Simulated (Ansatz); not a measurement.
```yaml
crystal:
  periodic: [false, false, false]
  atoms:
    - {symbol: F, position_ang: [-1.934276, 2.924505, -0.550624]}
    - {symbol: Ge, position_ang: [-1.641867, -1.347658, -0.919239]}
    - {symbol: Br, position_ang: [3.155369, -1.673328, 1.293406]}
basis:
  gaussian: {orbitals: "6-31G*"}
hamiltonian: {xc: {name: B3LYP}, dispersion: d3bjatm}
```

```sh
$ ansatz run in.yaml --threads 4 --pin off --events-out ev --progress --plain --max-ram 10444MiB
```

It prints (some lines left out):

```
Functional definition: B3LYP
766 factors; integrals over basis functions are off by at most 5.1e-4 eV
mean field evaluation 1: about -129246.1235 eV, gradient 5.7e1 eV
mean field evaluation 2: about -128747.8378 eV, gradient 2.3e2 eV
mean field evaluation 4: about -128977.4581 eV, gradient 2.1e2 eV
mean field evaluation 8: about -129259.5448 eV, gradient 4.9e-1 eV
mean field evaluation 16: about -129259.5483 eV, gradient 2.5e-5 eV
mean field -129259.54832876 eV, -4750.2007858133 hartree, gradient 2.6e-6 eV, S^2 0.000000; 8 other end points of the search recorded, 0 dependent functions left out
reference -129259.54857881 eV, -4750.2007950023 hartree; 38, 38 occupied and 47, 47 virtual orbitals, 766 factors
Total energy: -129259.57040310 eV, -4750.2015970305 hartree
```

What is wrong with this run?

The geometry is stretched to more than twice its size. The run converged. The result belongs to that input, not to the molecule as meant.

B3LYP here is the variant with VWN-RPA as its local correlation; programs differ in this.
